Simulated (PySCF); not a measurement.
**Electron correlation in N (nitrogen, neutral)**

[He] 2s2 2p3, high-spin 4S determinant. Calculation: PySCF 2.14, in 6-31G*; no relativity, point nucleus. Frozen: 1s2; 5 electrons correlated.

MP2 pair energies summed by pair of shells (mhartree):

| pair | energy | share (%) |
| --- | --- | --- |
| 2s-2p | -44.97 | 63.9 |
| 2p-2p | -17.53 | 24.9 |
| 2s-2s | -7.83 | 11.1 |

Total MP2 correlation energy: -70.33 mhartree.

Same-spin part -21.21 and opposite-spin part -49.12 mhartree; SCS-MP2 scales them by 1/3 and 6/5 to -66.02 mhartree.

| level | correlation energy (mhartree) |
| --- | --- |
| CCSD | -86.48 |
| (T) | -0.65 |
| CCSD(T) | -87.13 |

Diagnostics: T1 = 0.0039, D1 = 0.0091, largest double amplitude 0.040.

Problem. Is a single reference adequate?

Solution. Yes: T1 lies below 0.03 and no double amplitude reaches 0.07.
